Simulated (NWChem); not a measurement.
Species: ZrF₃, doublet; SMILES [F][Zr]([F])[F]

Results from NWChem. Spin-unrestricted. In the optimisation the excess spin sits in a' (C3h, its own frame). All runs use the structure optimised with PBE0/def2-SVP, spin-unrestricted. The spin multiplicity was typed, not searched, and may not be the lowest. No stability test was run on the SCF state. def2 effective core potentials on Zr; no spin-orbit coupling. Vertical excitations in the gas phase. Excited states of an open shell can be spin-contaminated.

Question: Predict the results for PBE/def2-SVP, TDA. Quantities: lowest excitation (eV); oscillator strength of that lowest state; lowest empty minus highest occupied level, either spin (eV).

Answer: 
| Property | Result |
|---|---|
| lowest excitation (eV) | 1.79 |
| oscillator strength of that lowest state | 0.000 |
| lowest empty minus highest occupied level, either spin (eV) | 1.48 |
